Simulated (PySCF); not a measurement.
Electron correlation in Ga (gallium, neutral)

[Ar] 3d10 4s2 4p1, 2P determinant. Calculation: PySCF 2.14, in aug-cc-pVDZ-PP with ECP10MDF; a scalar-relativistic core potential. Frozen: 3s2 3p6 3d10; 3 electrons correlated.

MP2 pair energies summed by pair of shells (mhartree):

| pair | energy | share (%) |
| --- | --- | --- |
| 4s-4s | -17.54 | 60.7 |
| 4s-4p | -11.36 | 39.3 |

Total MP2 correlation energy: -28.90 mhartree.

Same-spin part -2.25 and opposite-spin part -26.64 mhartree; SCS-MP2 scales them by 1/3 and 6/5 to -32.72 mhartree.

```tsv
level	correlation energy (mhartree)
CCSD	-43.40
(T)	-0.54
CCSD(T)	-43.94
```

Diagnostics: T1 = 0.012, D1 = 0.0302, largest double amplitude 0.052.

Question: Is a single reference adequate?

Answer: Yes, within this model without spin-orbit coupling: T1 lies below 0.03 and no double amplitude reaches 0.07.
